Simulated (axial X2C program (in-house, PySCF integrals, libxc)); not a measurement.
## Worked dissociation energy of LiNi⁺: MP2, spin-free

All values were computed with an in-house relativistic program for diatomic molecules. Spin-free means the one-electron spin-free X2C Hamiltonian. Basis: Ni dyall-cv3z [9s9p6d3f2g], Li dyall-cv3z [7s8p2d] (cores contracted in-house); Gaussian nuclei, density fitting, unrestricted open shells. Masses: Ni 57.935 u, Li 7.016 u.

Molecular state: M_S = 1, Λ = 2 (beyond evenly filled blocks: σα, δ+α, δ+β, δ-α).

Correlated methods: 10 electrons correlated (number of frozen shells: Ni 3 s, 2 p; Li 1 s), 224 virtual spin orbitals or spinors in MP2.

```
E(Ni) (2M_S = 2, M_L = 0)  : -1519.488916 hartree
E(Li+) (2M_S = 0, M_L = 0) : -7.237072 hartree
E(LiNi⁺) at Re             : -1526.730590 hartree
ωe                         : 288.3 cm⁻¹
ωexe                       : 3.92 cm⁻¹
```

(1) Work out De and D0.

The state is a single determinant with fixed occupations, the lowest that a limited PBE0 search found. Dissociation energies refer to the lowest single-determinant-based atoms at the same level and basis. Other states lie close and PBE0, whose exact exchange favours high spin, may order them wrongly; the determinant shown need not be the ground state. The nearest other spin-free determinant of the search, M_S = 1, Λ = 1, lies 0.10 eV up at the distance of the search. The atomic limit has a lower orbital projection than the molecule and lies lower at mean-field level, so De may be about a tenth of an eV too small. The determinant is spin-polarised beyond a pure state at some levels (its spin-free form has ⟨S²⟩ too high), which makes Re and μ there less reliable.

Each atomic determinant is the lowest at this level and need not be a pure term. Totals compare only within one Hamiltonian and basis.

Answers

(1) De = -1519.488916 + (-7.237072) − (-1526.730590) = 0.00460 hartree = 0.125 eV. The zero-point energy is ωe/2 − ωexe/4 = 143 cm⁻¹ = 0.018 eV, so D0 = 0.107 eV.
